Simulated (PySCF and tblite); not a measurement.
Results of a calculation; reference values are marked as such.
Conformer ensemble of C7H14Si, numbered as in [CH2:1]=[C:2]1[CH2:3][CH2:4][CH2:5][CH2:6][C@@H:7]1[SiH3:8]

Conformers came from 60 starts (ETKDG and KDG, MMFF94s, GFN2-xTB); geometries are GFN2-xTB. Weights use PBE0-D3(BJ)/def2-SVP (IEF-PCM, chloroform) energies plus GFN2-xTB zero-point and thermal terms (modes under about 100 cm⁻¹ blended into free rotors). Symmetry numbers and mirror images are counted. Conformers within 3 kcal/mol (GFN2-xTB free energy) were kept, 8 at most. GIAO shieldings: KT3/pcSseg-1 (IEF-PCM, chloroform). Shifts are against TMS (¹H), TMS (¹³C), TMS (²⁹Si) at the same level; of two unlike H on one atom, a is the less shielded. Programs: PySCF with density fitting and tblite.

The 6-ring runs over atoms 2–3–4–5–6–7.

```csv
conformer,shape,symmetry,E(GFN2) kcal/mol,E(DFT) kcal/mol,G(298.15 K) kcal/mol,weight %,dipole D
1,6-ring chair (Si8 axial),C1,0.00,0.00,0.00,86.5,0.92
2,6-ring chair (all substituents equatorial),C1,1.76,0.97,1.12,13.1,1.37
3,"6-ring twist-boat (ring torsions 32, 30, -67, 37, 27, -64°)",C1,3.07,3.52,3.25,0.4,1.08
```

Weights (%) against temperature:

| T (K) | 1 | 2 | 3 | S(mix) cal/mol/K |
| --- | --- | --- | --- | --- |
| 200 | 93.9 | 6.1 | 0.0 | 0.46 |
| 250 | 90.1 | 9.8 | 0.1 | 0.65 |
| 298.15 | 86.5 | 13.1 | 0.4 | 0.82 |
| 350 | 82.8 | 16.4 | 0.8 | 0.98 |
| 400 | 79.4 | 19.1 | 1.5 | 1.12 |

Averaged shifts at 298.15 K. ¹H: 4.77 (H1a, 1H), 4.77 (H1b, 1H), 3.79 (H8, 3H), 2.56 (H3a, 1H), 2.55 (H7, 1H), 2.22 (H3b, 1H), 2.02 (H6a, 1H), 1.98 (H4a, 1H), 1.94 (H6b, 1H), 1.80 (H5a, 1H), 1.70 (H5b, 1H), 1.51 (H4b, 1H) ppm. ¹³C: 149.3 (C2), 101.4 (C1), 38.2 (C3), 36.9 (C6), 36.3 (C7), 35.5 (C4), 29.9 (C5) ppm. ²⁹Si: -67.0 (Si8) ppm.

Coordinates of conformer 1 (Å):

```xyz
22

C     1.291    1.985   -0.788
C     0.591    0.998   -0.251
C    -0.388    1.225    0.864
C    -1.753    0.630    0.516
C    -1.613   -0.849    0.178
C    -0.652   -1.032   -0.990
C     0.725   -0.424   -0.699
Si    1.758   -1.444    0.550
H     1.994    1.815   -1.587
H     1.196    3.003   -0.449
H    -0.013    0.743    1.771
H    -0.485    2.294    1.067
H    -2.440    0.764    1.354
H    -2.167    1.161   -0.345
H    -2.590   -1.265   -0.081
H    -1.240   -1.391    1.050
H    -1.076   -0.540   -1.871
H    -0.546   -2.094   -1.224
H     1.294   -0.432   -1.636
H     1.879   -2.806    0.025
H     1.151   -1.510    1.881
H     3.073   -0.813    0.665
```

Coordinates of conformer 2 (Å):

```xyz
22

C     1.511    1.652   -0.130
C     0.480    0.868   -0.393
C    -0.896    1.422   -0.634
C    -1.859    0.887    0.429
C    -1.851   -0.637    0.428
C    -0.435   -1.163    0.651
C     0.529   -0.634   -0.422
Si    2.251   -1.436   -0.245
H     2.497    1.266    0.064
H     1.409    2.725   -0.105
H    -0.880    2.513   -0.611
H    -1.248    1.109   -1.622
H    -1.545    1.252    1.410
H    -2.868    1.260    0.238
H    -2.225   -1.002   -0.533
H    -2.514   -1.014    1.210
H    -0.443   -2.255    0.638
H    -0.084   -0.844    1.636
H     0.121   -0.948   -1.393
H     2.076   -2.885   -0.392
H     2.821   -1.165    1.076
H     3.142   -0.952   -1.300
```

Unscaled ²⁹Si shifts at such levels can be off by tens of ppm; differences between conformers or isomers are more reliable. Shifts are unscaled: against experiment ¹³C can be off by 15 ppm or more and ¹H by 0.8 ppm.

Search and properties took 2.2 min on 1 thread of Arm Neoverse V2, shared host (rough), launched as `OMP_NUM_THREADS=1 python ens_run.py task.json out`.
